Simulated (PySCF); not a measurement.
Ligands exchanged one at a time, Sn F-C2H5. Gas-phase values, no solvent. One relaxed conformer stands for each flexible species; it need not be the lowest. Strings in code marks are SMILES.

The four lowest singlet excitations (Tamm–Dancoff). These are B3LYP-D3(BJ)/def2-TZVP // PBE0-D4/def2-SVP (PySCF) values and carry that method's errors. B3LYP has the VWN-RPA correlation part, as in Gaussian. Excitations are Tamm–Dancoff values on a coarser integration grid. The basis has no diffuse functions, so Rydberg states are missing or too high.

```csv
state,energy (eV),wavelength (nm),oscillator strength
S1,6.51,190,0.024
S2,6.59,188,0.378
S3,6.90,180,0.144
S4,7.48,166,0.073
```

Question: Say which member gives these states.
(A) `C[CH2][Sn]([F])([F])[CH2]C` (C–C–Sn–F torsion 17°, F–Sn–C–C torsion 46°)
(B) `C[CH2][Sn]([F])([F])[F]`
(C) `C[CH2][Sn]([CH2]C)([CH2]C)[CH2]C`

Answer: A, `C[CH2][Sn]([F])([F])[CH2]C` (C–C–Sn–F torsion 17°, F–Sn–C–C torsion 46°)
